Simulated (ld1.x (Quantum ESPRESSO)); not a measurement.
## Reading a pseudo-wave (cobalt)

Columns: radius, all-electron u(r) and pseudo u(r) of the 4s shell (level -12.76 eV) of cobalt in the configuration [Ar] 3d7 4s1 4p0; PBEsol, scalar-relativistic, PAW scheme, ld1.x (Quantum ESPRESSO) 7.5.

| r (bohr) | all-electron | pseudo |
| --- | --- | --- |
| 0.132 | -0.1569 | -0.0222 |
| 0.265 | -0.0797 | -0.0469 |
| 0.398 | 0.1736 | -0.0761 |
| 0.530 | 0.3010 | -0.1113 |
| 0.663 | 0.2842 | -0.1538 |
| 0.795 | 0.1782 | -0.2032 |
| 0.928 | 0.0329 | -0.2596 |
| 1.060 | -0.1173 | -0.3206 |
| 1.193 | -0.2573 | -0.3848 |
| 1.325 | -0.3770 | -0.4487 |
| 1.458 | -0.4756 | -0.5103 |
| 1.590 | -0.5521 | -0.5655 |
| 1.723 | -0.6092 | -0.6127 |
| 1.855 | -0.6484 | -0.6487 |
| 1.988 | -0.6726 | -0.6726 |
| 2.120 | -0.6840 | -0.6840 |
| 2.252 | -0.6848 | -0.6848 |
| 2.385 | -0.6769 | -0.6769 |
| 2.518 | -0.6619 | -0.6619 |
| 2.650 | -0.6416 | -0.6416 |
| 2.782 | -0.6172 | -0.6172 |
| 2.915 | -0.5896 | -0.5896 |
| 3.048 | -0.5599 | -0.5599 |
| 3.180 | -0.5291 | -0.5291 |
| 3.312 | -0.4978 | -0.4978 |
| 3.445 | -0.4663 | -0.4663 |

Q: How many radial nodes do the two functions have?

A: The all-electron 4s function has n − l − 1 = 3 (the table is too coarse to show those close to the nucleus); the pseudo-wave has 0, since the states of the same l below it are removed with the core.

Q: At about which radius was the pseudo-wave matched?

A: 1.95 bohr, where the columns begin to agree (steps of 0.13 bohr).

Q: Is the pseudo-wave norm-conserving?

A: No, it belongs to a PAW set: the norm inside the radius is not constrained, and the difference is carried by the augmentation charge.
